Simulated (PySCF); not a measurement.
Compound: C2H2F3O3S2 (charge -1).
Bonds: O1–S2 (double), S2–O3 (double), S2–O4, S2–C5, C5–S6, S6–C7, C7–F8, C7–F9, C7–F10. Hydrogens: H11, H12 on C5.

Computed geometry: GFN2-xTB, gas phase.

(1) Give the optimised bond lengths and angles.

Answers

(1) 
```csv
bond,length (Å)
"O1=S2, S2=O3, S2–O4",1.451
S2–C5,1.866
C5–S6,1.780
S6–C7,1.816
C7–F8,1.317
C7–F9,1.360
C7–F10,1.331
"C5–H11, C5–H12",1.085
```

Bonds in one row agree within 0.01 Å and their mean is given. A selection of angles:
```csv
angle,degrees
O1–S2–O3,114.9
O1–S2–C5,103.9
O3–S2–C5,101.4
S2–C5–S6,109.5
C5–S6–C7,101.2
S6–C7–F8,116.7
S6–C7–F9,106.9
S6–C7–F10,112.5
F8–C7–F9,105.1
F8–C7–F10,109.6
```

Torsions: O1–S2–C5–S6 -38° (synclinal); S2–C5–S6–C7 -55° (synclinal); C5–S6–C7–F8 82° (synclinal). The mirror-image conformer, all signs reversed, is as good.

S2 (sulfonyl sulfur) is distorted tetrahedral (angles from 101.4° to 115.6°). The C–F distances run from 1.317 Å (C7–F8, drawn single) to 1.360 Å (C7–F9, drawn single), a spread of 0.043 Å. The C–S distances run from 1.780 Å (C5–S6, drawn single) to 1.866 Å (S2–C5, drawn single), a spread of 0.086 Å. Of the pairs four or more bonds apart, O4···F8 is among the closest relative to their van der Waals radii: 2.67 Å, 89 % of the sum of Bondi's values.

Point group: C1 (no symmetry element, even within 0.4 Å). Stationary, but not proved a minimum.
